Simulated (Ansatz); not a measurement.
CH2GeN2, SMILES `N#[C][Ge][NH2]` (lower singlet) (charge 0, multiplicity 1). This singlet lies 2.24 eV below the relaxed triplet at the level frozen-core CCSD(T)/cc-pVTZ // PBE0-D3(BJ)/def2-TZVP (Ansatz, a program for electronic structure).

Cartesian coordinates (Å):
SMILES: N#[C][Ge][NH2]
```xyz
6

N      2.4960    -0.6121     0.4756
C      1.5686     0.0417     0.2599
Ge     0.0862     1.3325    -0.0945
N     -1.1254     0.0083    -0.3007
H     -0.9347    -0.9789    -0.2260
H     -2.0908     0.2084    -0.5089
```
Charge 0, multiplicity 1.

Problem. Give the natural occupations of the active orbitals, the CASSCF energy and the corrected energy for frozen-core fic-MRCISD+Q@CASSCF(6e,6o)/cc-pVTZ // PBE0-D3(BJ)/def2-TZVP (Ansatz).

Solution. 
```yaml
natural_occupations: 1.98, 1.94, 1.94, 0.06, 0.06, 0.02
CASSCF energy: -2223.5159 Ha
corrected_energy: -2224.1398 Ha
weight_of_the_reference: 0.871
```
